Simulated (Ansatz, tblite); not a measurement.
Species of one formula, FeN₃F₃H₉ (sextet), each relaxed with PBE-D4/def2-SVP in Ansatz.

The xTB rows come from tblite. Correlated methods freeze 11 core orbitals; core or outer-core shells of Fe are correlated, in sets that lack core-valence functions.

Other spin states weren't relaxed.

A: mer-FeF3(NH3)3 (FeN3F3H9)

B: fac-FeF3(NH3)3 (FeN₃F₃H₉)

Estimate their order by electronic energy at ωB97X-V/def2-TZVP, counted from the lowest.

A (0.00) < B (0.04), in eV.

Do the other levels pick the same lowest one?

Not GFN2-xTB, PBE-D4/def2-SVP, PBE0-D4/def2-SVP. Energies above each level's lowest (eV):

| level | A | B |
| --- | --- | --- |
| GFN1-xTB | 0.00 | 0.19 |
| GFN2-xTB | 0.08 | 0.00 |
| HF/def2-TZVP | 0.00 | 0.10 |
| PBE-D4/def2-SVP | 0.09 | 0.00 |
| PBE-D4/def2-TZVP | 0.00 | 0.03 |
| revPBE-D4/def2-TZVP | 0.00 | 0.02 |
| r2SCAN-D4/def2-TZVP | 0.00 | 0.03 |
| PBE0-D4/def2-SVP | 0.06 | 0.00 |
| PBE0-D4/def2-TZVP | 0.00 | 0.04 |
| r2SCAN0-D4/def2-TZVP | 0.00 | 0.04 |
| ωB97X-V/def2-TZVP | 0.00 | 0.04 |
| RPA@PBE/def2-TZVP | 0.00 | 0.05 |
| MP2/def2-TZVP | 0.00 | 0.05 |
Point groups (tolerance 0.1 Å): A not assigned, B C3v. A and B have the same bonds, so they are conformers or stereoisomers.
